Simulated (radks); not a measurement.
The numbers below are computed, except where a source is named.
How relativity changes the ionisation of the calcium ion Ca3+ ([Ne] 3s2 3p5) to Ca4+ ([Ne] 3s2 3p4). Spin-unpolarised spherical Kohn-Sham, PBE, point nucleus unless stated (finite: rms radius 3.4776 fm), a radial shooting solver on a logarithmic mesh with Libxc functionals. A level marked "c x" has the speed of light scaled by that factor and shares open shells by 2j + 1; other Dirac levels either fill j = l - 1/2 first or share by 2j + 1.

| level | E(Ca3+) (hartree) | E(Ca4+) (hartree) | IE (eV) | HOMO | <r> HOMO (bohr) |
|---|---|---|---|---|---|
| non-rel. | -674.80165 | -672.28747 | 68.414 | 3p | 1.207 |
| scalar-rel. | -677.77521 | -675.26013 | 68.439 | 3p | 1.206 |
| scalar-rel., finite nucleus | -677.77408 | -675.25901 | 68.439 | 3p | 1.206 |
| Dirac, 2j+1 shares | -677.77968 | -675.26455 | 68.440 | 3p3/2 | 1.208 |
| Dirac, low j first | -677.78489 | -675.27591 | 68.273 | 3p3/2 | 1.208 |
| Dirac, 2j+1 shares, finite nucleus | -677.77856 | -675.26343 | 68.440 | 3p3/2 | 1.208 |
| Dirac, c x 1.25 | -676.70041 | -674.18563 | 68.431 | 3p3/2 | 1.208 |
| Dirac, c x 2 | -675.54035 | -673.02593 | 68.421 | 3p3/2 | 1.207 |
| Dirac, c x 5 | -674.91959 | -672.40537 | 68.415 | 3p3/2 | 1.207 |

NIST Atomic Spectra Database: 67.273 eV (semi-empirical). The relativistic part of the total energy of Ca3+ is -2.977 hartree (Dirac, 2j+1 shares, finite nucleus), 0.44 % of the non-relativistic value. Spin polarisation and multiplet splitting of open shells are left out at every level.

Beside tabulated values, note that spin-unpolarised runs miss the spin-polarisation part of the exchange energy of open shells.
